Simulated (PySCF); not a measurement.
# Peak assignment

Structure with atom numbers: `[CH3:1]/[CH:2]=[N:3]/[CH2:4][O:5][CH:6]=[O:7]`. Hydrogens are named by the atom that carries them.

Computational details: geometry from GFN2-xTB, GIAO PBE0/pcSseg-1 shieldings, in PySCF (a single conformation, averaged over atoms made equivalent by symmetry, fast rotation or ring inversion, no relativistic terms, in vacuum).

δ = σ(ref) − σ, references computed at the same level: TMS for ¹³C and ¹H.

(1) Assign these signals to the numbered atoms. ¹³C{¹H} NMR (computed): δ 164.1, 160.8, 84.0, 27.3.

(2) Assign these signals to the numbered atoms. ¹H NMR (500 MHz, computed): δ 8.11 (s, 1H), 8.07 (q, 1H), 6.17 (s, 2H), 2.16 (d, 3H).

Answers

(1) 
164.1 → C6, ester carbonyl carbon: lone-pair donation from the attached heteroatom keeps it upfield of a ketone carbonyl
160.8 → C2, C=N carbon
84.0 → C4, sp3 CH2 bonded to N and O: 2 electronegative neighbours deshield it
27.3 → C1, methyl carbon: saturated and bonded to C and H only

(2) 
| δ (ppm) | atoms | environment | reason |
| --- | --- | --- | --- |
| 8.11 | H(C6) | hydrogen on an ester carbonyl carbon | – |
| 8.07 | H(C2) | hydrogen on a C=N carbon | – |
| 6.17 | H(C4) | hydrogen on an sp3 CH2 bonded to N and O | its carbon carries N and O, hence the downfield position |
| 2.16 | H(C1) | hydrogen on a methyl carbon | – |

H(C6) and H(C2) lie closer than the usual error of such a calculation, so a measured spectrum could show them in the other order.

Shifts are as computed. Against solution values, carbons near 30 ppm lie about +3 ppm off and those near 130 ppm about +5 ppm. Of 1211 compounds with measured shifts, 218 miss one by over three times the rms of a fit or turn the order of signals round; such compounds aren't used in these exercises. Multiplicities follow the n + 1 count of equivalent neighbours, as no J values were calculated; m marks all less simple cases, F and P coupling included.
